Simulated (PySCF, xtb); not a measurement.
BF, SMILES [B]F (connectivity only; charge and spin as stated), charge +1, multiplicity 2.

Harmonic wavenumbers (cm⁻¹) from GFN2-xTB run with xtb at its own minimum, in rising order: 1844.

### Question
What does PBE0-D3(BJ)/def2-TZVPD in PySCF give at its own minimum? (Estimate from the structure and the level; the computed values follow.)

### Answer
1717. Paired by order, the mean absolute difference is 126 cm⁻¹ and the zero-point energies are 2.6 and 2.5 kcal/mol.
